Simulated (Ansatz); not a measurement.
C₂H₆BNO, SMILES NB1CCO1.

Geometry: B3LYP-D3(BJ)/def2-SVP. The structure was generated by enumeration, and PubChem lists no compound with its InChIKey, so it may never have been made. One conformer was computed; it need not be the lowest.

Two levels are set side by side: PBE/def2-TZVPD (Ansatz, a program for electronic structure) and CAM-B3LYP/def2-TZVPD (Ansatz). Energy differences of separate SCF runs at the same geometry; the states with an electron removed or added have multiplicity 2 and 2. Differences are taken from unrounded values.

```csv
quantity,CAM-B3LYP
vertical ionisation energy (eV),9.93
vertical singlet–triplet gap (eV),6.46
```

Task: What does PBE give, and how far is it from CAM-B3LYP? (Estimate from the structure and the level; the computed values follow.)

Result: 
```tsv
quantity	PBE	PBE minus CAM-B3LYP
vertical ionisation energy (eV)	9.37	-0.56
vertical singlet–triplet gap (eV)	5.93	-0.53
```
